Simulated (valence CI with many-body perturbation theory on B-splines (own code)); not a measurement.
The numbers below are computed, except where a source is named.
**Dy²⁷⁺: magnetic and hyperfine properties of the levels**

Level of theory: valence CI with perturbative core correlation (CI+MBPT): three valence electrons over a frozen Dirac-Fock core [Kr], radial functions for each j: 7 s, 7 p, 8 d, 6 f, 4 g, 1 h, with the one-electron correlation potential Σ1, the two-electron term Σ2, the three-electron term Σ3, Breit, model QED; selected CI, second order for the rest, scaled by the run's own slope (own B-spline code, finite nucleus).

No measured spectrum was set against this ion. As an estimate, large intervals hold to a few tenths of a per cent, small ones and those within an open d or f shell to about a per cent. The list stops below the first excitations out of the core.

A/g_I is the dipole constant over the nuclear g factor μ/I (μ in nuclear magnetons, uniformly magnetised nucleus), B/Q the quadrupole constant per barn. Both hold the static response of the core; the bare values leave it out. Large factors of s and p1/2 electrons are usually good to 5 to 10 %; those of open d and f shells near neutrality can be off by tens of per cent, and small factors of p3/2, d and f electrons come from cancelling terms and can be off by a factor of two or in sign, in half-filled shells by more. B is blank for J = 1/2, where it vanishes, and for nearly pure S terms. Energies count from the lowest level.

Levels are named by their leading jj configuration (3d3/2^4 stands for four electrons in 3d with j = 3/2), which in mixed levels can hold well under half, so a name can repeat and another be missing. Letters in brackets count levels of one name in rising energy.

```tsv
Level	E (eV)	g	A/g_I (MHz)	A/g_I bare	B/Q (MHz/b)	B/Q bare
(4d3/2^3) J=3/2	0.000	0.623	16200	15300	-8140	-7820
(4d3/2^2 4d5/2) J=5/2 [a]	6.981	1.047	8870	8750	-4600	-4430
(4d3/2^2 4d5/2) J=3/2	9.271	1.260	6780	7010	-3300	-3160
(4d3/2^2 4d5/2) J=7/2	9.812	1.092	9050	9000	1340	1260
(4d3/2^2 4d5/2) J=9/2	10.443	1.081	9660	9580	9100	8680
(4d3/2^2 4d5/2) J=1/2	10.702	1.937	-8170	-6710		
(4d3/2^2 4d5/2) J=5/2 [b]	16.136	1.422	3820	4340	12000	11500
(4d3/2 4d5/2^2) J=7/2 [a]	17.189	1.059	7880	7790	1240	1190
(4d3/2 4d5/2^2) J=9/2	18.236	1.136	7490	7520	4220	4010
(4d3/2 4d5/2^2) J=3/2 [a]	19.783	1.150	8170	8210	-9740	-9330
(4d3/2 4d5/2^2) J=1/2	20.623	1.394	-2530	-1980		
(4d3/2 4d5/2^2) J=11/2	21.403	1.088	8480	8430	20900	20000
(4d3/2 4d5/2^2) J=5/2 [a]	22.053	1.157	4440	4540	14000	13400
(4d3/2 4d5/2^2) J=5/2 [b]	23.351	1.093	8640	8590	-3530	-3390
(4d3/2 4d5/2^2) J=7/2 [b]	24.248	1.111	8570	8560	4550	4380
(4d5/2^3) J=9/2	28.065	1.129	6350	6390	3410	3270
(4d3/2 4d5/2^2) J=3/2 [b]	28.404	1.097	10300	10200	6930	6640
(4d5/2^3) J=3/2	33.517	0.922	10400	10000	7040	6740
(4d5/2^3) J=5/2	36.052	1.156	6280	6360	3490	3340
```

(1) Take the isotope of mass number 161, with I = 5/2, μ = -0.479 μN and Q = 2.51 b. What is the hyperfine structure of (4d3/2^3) J=3/2?

Answers

(1) From the table A = -3100 MHz, B = -20400 MHz. Shifts from the centre of gravity in MHz: F = 1: 2000, F = 2: 12100, F = 3: 12000, F = 4: -16700.
